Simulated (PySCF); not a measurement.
## Distorted geometries of [Pb(NH3)3]2+

[Pb(NH3)3]2+ (singlet). PySCF 2.14.0, RKS BP86, Pb def2-SVP with ECP60, N def2-SVP, H def2-SVP; non-relativistic Hamiltonian with scalar-relativistic core potentials where named; density fitting; no spin-orbit coupling. Relaxed geometry:

```xyz
13

Pb    0.0000    0.0000   -1.1669
N     2.1213    0.0480    0.1897
H     2.0456   -0.0352    1.2193
H     2.7595   -0.7147   -0.1071
H     2.6533    0.9214    0.0188
N    -1.1022    1.8131    0.1897
H    -0.9923    1.7892    1.2193
H    -0.7608    2.7472   -0.1071
H    -2.1246    1.8372    0.0188
N    -1.0191   -1.8611    0.1897
H    -1.0533   -1.7540    1.2193
H    -1.9987   -2.0325   -0.1071
H    -0.5287   -2.7586    0.0188
```

Problem. Order these distorted geometries by energy above the relaxed one, lowest first.
A.
```xyz
13

Pb    0.1186   -0.1418   -1.1822
N     2.1345   -0.0174    0.2191
H     1.9217   -0.0089    1.3232
H     2.7200   -0.6298   -0.2472
H     2.6051    1.0891    0.0720
N    -1.1307    1.7603    0.2189
H    -0.8764    1.6875    1.1720
H    -0.8530    2.7380   -0.0004
H    -1.9848    1.8753   -0.0906
N    -1.1043   -1.9950    0.2706
H    -1.0954   -1.7166    1.3452
H    -2.0728   -1.9412   -0.1896
H    -0.3824   -2.6994   -0.1158
```
B.
```xyz
13

Pb    0.1430    0.0664   -1.3638
N     2.2036   -0.0003    0.2509
H     1.9986   -0.0302    1.1582
H     2.8010   -0.6894   -0.2810
H     2.6198    1.0319   -0.0159
N    -1.0299    1.8052    0.2185
H    -1.0713    1.7696    1.2598
H    -1.0140    2.7986    0.0357
H    -2.0504    1.7562    0.0617
N    -0.9368   -1.8479    0.1281
H    -1.2263   -1.7970    1.2701
H    -1.9547   -2.0580    0.0114
H    -0.4826   -2.8050    0.0618
```
C.
```xyz
13

Pb    0.0627   -0.0212   -1.1338
N     2.0309    0.1559    0.3218
H     2.1015   -0.0591    1.1966
H     2.7890   -0.7708   -0.0955
H     2.6579    0.8970   -0.0990
N    -1.0887    1.7740    0.1587
H    -0.9061    1.7883    1.2525
H    -0.8371    2.7256   -0.1270
H    -2.1779    1.8504   -0.1119
N    -1.0941   -1.8850    0.2108
H    -1.0432   -1.7218    1.2766
H    -1.9770   -2.0071   -0.0508
H    -0.5180   -2.7262   -0.0036
```

Solution. B (1.70 eV), C (2.08 eV), A (2.40 eV).

Problem. Which forces (eV/Å) act in the one that lies 1.70 eV up?

Solution. 
```
Pb  -0.27 -0.14  1.37
N    1.58  3.54 -8.72
H   -0.63 -0.86  5.64
H   -0.20  0.31  1.54
H   -0.85 -2.91  1.11
N   -1.20 -0.71  0.42
H    0.70 -0.20 -0.08
H    1.11  1.39 -0.36
H   -0.49 -0.82 -0.41
N   -1.61 -0.60  3.76
H    2.04  0.27 -2.78
H    0.13 -0.06 -1.48
H   -0.31  0.79  0.00
```
Forces carry noise of the integration grid, about 0.01 to 0.03 eV/Å.
